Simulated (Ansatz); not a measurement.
Job for Ansatz (a first-principles code): U-CCSD(T)/6-31G on Al2, 2S+1 = 3, a point of a bond scan (R = 7.440 Å).

Ansatz 0.2 input:
```yaml
crystal:
  periodic: [false, false, false]
  atoms:
    - {symbol: Al, position_ang: [-0.00000000, -0.00000000, -1.37770259]}
    - {symbol: Al, position_ang: [0.00000000, 0.00000000, 6.06189140]}
basis:
  gaussian:
    orbitals: 6-31G
magnetization: {spin_polarized: true, initial_magnetization: 2}
correlation: {method: ccsd_t, electrons: outside_noble_gas}
scf: {omitted_lower_state_checks: [cluster_reference]}
```

It printed:

```
WARN ansatz: RAYON_NUM_THREADS=1 ignored (pool sized by the plan → 1); use --threads N
Functional definition: HF
these checks for a lower state are left out or cut short: cluster_reference
integrals: 0.00 GiB planned
276 factors; integrals over basis functions are off by at most 2.2e-4 eV
mean field: 0.05 GiB planned
mean field evaluation 1: about -13160.2355 eV, gradient 1.8e0 eV
mean field evaluation 2: about -13160.2360 eV, gradient 1.8e0 eV
mean field evaluation 4: about -13160.3245 eV, gradient 1.7e-1 eV
mean field evaluation 8: about -13160.3261 eV, gradient 1.5e-2 eV
mean field evaluation 16: about -13161.7441 eV, gradient 3.0e0 eV
mean field evaluation 32: about -13160.3262 eV, gradient 2.9e-6 eV
mean field evaluation 64: about -13160.3262 eV, gradient 6.6e-6 eV
mean field evaluation 96: about -13162.3795 eV, gradient 1.6e-2 eV
mean field evaluation 128: about -13162.3771 eV, gradient 6.1e-2 eV
mean field evaluation 160: about -13162.3716 eV, gradient 2.5e-2 eV
mean field evaluation 192: about -13162.3525 eV, gradient 8.4e-1 eV
mean field evaluation 224: about -13162.3808 eV, gradient 8.6e-3 eV
mean field evaluation 256: about -13162.3838 eV, gradient 1.2e-1 eV
mean field evaluation 288: about -13162.3722 eV, gradient 1.3e-6 eV
mean field evaluation 320: about -13162.3722 eV, gradient 9.0e-5 eV
mean field -13162.38066049 eV, -483.7085674911 hartree, gradient 1.7e-6 eV, S^2 2.000202; 23 other end points of the search recorded, 0 dependent functions left out
10 core orbitals not correlated
reference -13162.38066049 eV, -483.7085674911 hartree; 4, 2 occupied and 12, 14 virtual orbitals, 276 factors
second order -0.92227120 eV of doubles, -0.00000000 eV of singles
coupled cluster: 0.04 GiB planned
cycle   1  -1.30744383 eV  change   -3.9e-1 eV  update   7.9e-2
cycle   2  -1.59287022 eV  change   -2.9e-1 eV  update   3.6e-2
cycle   3  -1.58853673 eV  change    4.3e-3 eV  update   3.2e-3
cycle   4  -1.59258964 eV  change   -4.1e-3 eV  update   7.0e-4
cycle   5  -1.58991714 eV  change    2.7e-3 eV  update   3.5e-4
cycle   6  -1.59090057 eV  change   -9.8e-4 eV  update   3.0e-4
cycle   7  -1.59225114 eV  change   -1.4e-3 eV  update   2.3e-4
cycle   8  -1.59169539 eV  change    5.6e-4 eV  update   2.1e-4
cycle   9  -1.59104590 eV  change    6.5e-4 eV  update   9.3e-5
cycle  10  -1.59125241 eV  change   -2.1e-4 eV  update   4.3e-5
cycle  11  -1.59124553 eV  change    6.9e-6 eV  update   2.3e-5
cycle  12  -1.59124222 eV  change    3.3e-6 eV  update   1.4e-5
cycle  13  -1.59124208 eV  change    1.5e-7 eV  update   4.9e-6
perturbative correction -0.00584531 eV, -0.0002148112 hartree
Total energy: -13163.97774788 eV, -483.7672593701 hartree
Checks for a lower state left out: cluster_reference
```

Self-consistency was reached.

Cost: very roughly 3 core-seconds.
